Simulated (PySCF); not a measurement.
Isomers of C5H3F3, one conformer each. Computed with core-valence-separated Tamm–Dancoff BHandHLYP/aug-pcX-1 (pcseg-1 on H) in PySCF, non-relativistic, gas phase, PBE0-D3(BJ)/def2-SVP geometry. Absolute energies from this functional tend to lie a few eV below measured edges; no shift was applied.

P. `C#C/C=C\C(F)(F)F`
Q. `FC(F)(F)C=C1C=C1`

Main lines, eV (oscillator strength):
1. C K: 282.3 (0.054), 282.7 (0.038), 282.8 (0.072), 283.2 (0.028), 283.7 (0.076); F K: 685.6 (0.026), 687.4 (0.031), 687.7 (0.018), 688.1 (0.027), 688.5 (0.029)
2. C K: 282.9 (0.059), 282.9 (0.072), 284.0 (0.042), 284.4 (0.081), 285.8 (0.016); F K: 686.8 (0.024), 686.8 (0.023), 687.1 (0.015), 687.5 (0.017), 687.7 (0.025)
Listed: the first five lines at most of each edge with a tenth or more of its strongest line's intensity; roots within 0.03 eV on the same or equivalent atoms are summed. Only the lowest roots were sought, and the top ones are left out.

Question: Which spectrum belongs to which isomer?

Answer: 1 = P, 2 = Q.
- P: first C line listed at 282.3 eV, hole on the alkene CH carbon (1s→π*); first F line listed at 685.6 eV, hole on the fluorine of a CF3 group.
- Q: first C line listed at 282.9 eV, hole on the alkene CH carbon (1s→π*); first F line listed at 686.8 eV, hole on the fluorine of a CF3 group.

Question: What are the ground-state energies of the isomers at BHandHLYP/aug-pcX-1 (pcseg-1 on H), relative to the lowest?

Answer: P 0.0, Q 56.1 kJ/mol (electronic energies on these geometries, no dispersion or zero-point terms).
